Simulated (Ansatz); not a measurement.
A run for Ansatz (an electronic-structure program): R-wB97M-V/def2-TZVPP on Cl2H2Si (SMILES Cl[SiH2]Cl).

Ansatz 0.2 input:
```yaml
crystal:
  periodic: [false, false, false]
  atoms:
    - {symbol: Si, position_ang: [-0.00472917, -0.14452473, 0.00575609]}
    - {symbol: Cl, position_ang: [1.71455574, 0.97575905, -0.00165210]}
    - {symbol: Cl, position_ang: [-1.64720931, 1.08261717, -0.08032687]}
    - {symbol: H, position_ang: [-0.05836038, -0.90732039, 1.26140567]}
    - {symbol: H, position_ang: [-0.00425687, -1.00653109, -1.18518280]}
basis:
  gaussian:
    orbitals: def2-TZVPP
hamiltonian:
  xc: {name: wB97M-V}
scf: {lower_state_search: off}
```

It printed:

```
WARN ansatz: RAYON_NUM_THREADS=4 ignored (pool sized by the plan → 4); use --threads N
Functional definition: wB97M-V
these checks for a lower state are left out or cut short: stability, starts, cluster_reference, orbital_swaps, neighbouring_geometries, increment
integrals: 0.11 GiB planned
1029 factors; their error is unknown
integrals: 0.14 GiB planned
176 factors; integrals over basis functions are off by at most 3.3e-5 eV
mean field: 0.84 GiB planned
mean field evaluation 1: about -32956.7709 eV, gradient 1.5e1 eV
mean field evaluation 2: about -32957.0929 eV, gradient 1.1e1 eV
mean field evaluation 4: about -32957.3409 eV, gradient 3.2e-1 eV
mean field evaluation 8: about -32957.3821 eV, gradient 6.6e-3 eV
mean field evaluation 16: about -32957.3821 eV, gradient 6.5e-6 eV
mean field -32957.38205924 eV, -1211.1614513613 hartree, gradient 6.5e-6 eV, S^2 0.000000; 0 other end points of the search recorded, 0 dependent functions left out
reference -32957.38209857 eV, -1211.1614528067 hartree; 25, 25 occupied and 129, 129 virtual orbitals, 1029 factors
Total energy: -32957.38209857 eV, -1211.1614528067 hartree
Checks for a lower state left out: stability, starts, cluster_reference, orbital_swaps, neighbouring_geometries, increment
```

The calculation finished and met its thresholds.

Cost: very roughly 6 core-seconds.
